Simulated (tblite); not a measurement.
Species: C3H11ClSi2.
Numbering: `[CH3:1][CH2:2][Si@@H:3]([SiH3:4])[CH2:5][Cl:6]` (hydrogens: H7, H8, H9 on C1; H10, H11 on C2; H12 on Si3; H13, H14, H15 on Si4; H16, H17 on C5)

Computed geometry: GFN2-xTB, gas phase.

What internal coordinates does the optimisation give?

```json
{"bond": "C1–C2", "length (Å)": "1.525", "order": "single"}
{"bond": "C2–Si3", "length (Å)": "1.915", "order": "single"}
{"bond": "Si3–Si4", "length (Å)": "2.319", "order": "single"}
{"bond": "Si3–C5", "length (Å)": "1.924", "order": "single"}
{"bond": "C5–Cl6", "length (Å)": "1.787", "order": "single"}
{"bond": "C1–H7, C1–H8, C1–H9", "length (Å)": "1.088", "order": "single"}
{"bond": "C2–H10", "length (Å)": "1.091", "order": "single"}
{"bond": "C2–H11", "length (Å)": "1.092", "order": "single"}
{"bond": "Si3–H12", "length (Å)": "1.475", "order": "single"}
{"bond": "Si4–H13, Si4–H14, Si4–H15", "length (Å)": "1.465", "order": "single"}
{"bond": "C5–H16", "length (Å)": "1.088", "order": "single"}
{"bond": "C5–H17", "length (Å)": "1.087", "order": "single"}
```

Bonds in one row agree within 0.01 Å and their mean is given. Orders are formal, as drawn. A selection of angles:
```json
{"angle": "C2–C1–H7", "degrees": "110.8"}
{"angle": "H7–C1–H8", "degrees": "108.2"}
{"angle": "C1–C2–Si3", "degrees": "114.4"}
{"angle": "C1–C2–H10", "degrees": "108.8"}
{"angle": "C1–C2–H11", "degrees": "108.9"}
{"angle": "Si3–C2–H10", "degrees": "108.4"}
{"angle": "Si3–C2–H11", "degrees": "110.0"}
{"angle": "H10–C2–H11", "degrees": "106.1"}
{"angle": "C2–Si3–Si4", "degrees": "112.7"}
{"angle": "C2–Si3–C5", "degrees": "107.2"}
{"angle": "C2–Si3–H12", "degrees": "107.1"}
{"angle": "Si4–Si3–C5", "degrees": "109.4"}
{"angle": "Si4–Si3–H12", "degrees": "115.6"}
{"angle": "C5–Si3–H12", "degrees": "104.2"}
{"angle": "Si3–Si4–H13", "degrees": "112.8"}
{"angle": "Si3–Si4–H14", "degrees": "111.9"}
{"angle": "H13–Si4–H14", "degrees": "107.2"}
{"angle": "H14–Si4–H15", "degrees": "106.5"}
{"angle": "Si3–C5–Cl6", "degrees": "108.5"}
{"angle": "Si3–C5–H16", "degrees": "113.2"}
{"angle": "Si3–C5–H17", "degrees": "113.7"}
{"angle": "Cl6–C5–H16", "degrees": "106.3"}
{"angle": "Cl6–C5–H17", "degrees": "106.2"}
{"angle": "H16–C5–H17", "degrees": "108.4"}
```

Dihedral angles: C1–C2–Si3–Si4 -177° (antiperiplanar); C2–Si3–C5–Cl6 -178° (antiperiplanar).

Si4 (SiH3 silicon) is tetrahedral (angles from 106.5° to 112.8°). Si3 (SiH silicon) is distorted tetrahedral (angles from 104.2° to 115.6°).

Point group: C1 (no symmetry element, even within 0.4 Å). Its lowest GFN2-xTB frequency is 18i cm⁻¹, too small to tell a flat minimum from a shallow saddle. The numbers are those of one conformer. 3 starts were optimised and ended at 0.00, 0.33 and 1.12 kcal/mol (GFN2-xTB); the lowest of these is shown.

Time: 1.5 s. Hardware: an Arm Neoverse N1 with one thread, no GPU, shared host. These figures are those of the optimisation.
